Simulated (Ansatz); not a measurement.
Reaction: SiNH5 (SMILES N[SiH3]) → SiNH4 (SMILES N[SiH2], doublet) + H (doublet) (the H-Si bond breaks)
Each species at its own B3LYP-D3(BJ)/def2-TZVP minimum (Ansatz, a quantum-chemistry and plane-wave program).

Total energies in hartree (Ansatz). Radicals and triplets start from unrestricted determinants; spin-orbit coupling is neglected. Cores are frozen in correlated methods. No relativity. For partners of very few electrons the exact lower level stands in for a higher one.

| species | HF/cc-pV(T+d)Z | CCSD(T)/cc-pV(T+d)Z | HF/cc-pV(Q+d)Z | CCSD(T)/cc-pV(Q+d)Z | CCSD(T)/cc-pV(D+d)Z | CCSDT(Q)/cc-pV(D+d)Z |
|---|---|---|---|---|---|---|
| 1: SiNH5 (SMILES N[SiH3]) | -346.35302 | -346.74827 | -346.36184 | -346.77961 | -346.63964 | -346.64085 |
| 2: SiNH4 (SMILES N[SiH2], doublet) | -345.73111 | -346.09778 | -345.73979 | -346.12755 | -345.99424 | -345.99560 |
| 3: H (doublet) | -0.49981 | -0.49981 | -0.49995 | -0.49995 | -0.49928 | -0.49928 |

Work out the bond dissociation energy (electronic) in kJ/mol: take Hartree-Fock from cc-pV(Q+d)Z, extrapolate the CCSD(T) correlation energy as X^-3 (X = 3, 4), and add CCSDT(Q) - CCSD(T) in cc-pV(D+d)Z. 1 hartree = 2625.5 kJ/mol.


Species 1: correlation (64·(-0.41777) - 27·(-0.39525))/37 = -0.43420; step -0.00121; E1 = -346.36184 + (-0.43420) + (-0.00121) = -346.79725
Species 2: correlation (64·(-0.38776) - 27·(-0.36667))/37 = -0.40315; step -0.00136; E2 = -345.73979 + (-0.40315) + (-0.00136) = -346.14430
Species 3: correlation (64·(0.00000) - 27·(0.00000))/37 = 0.00000; step +0.00000; E3 = -0.49995 + (0.00000) + (+0.00000) = -0.49995
-1·E1 +1·E2 +1·E3 = 0.15300 hartree = 401.7 kJ/mol.
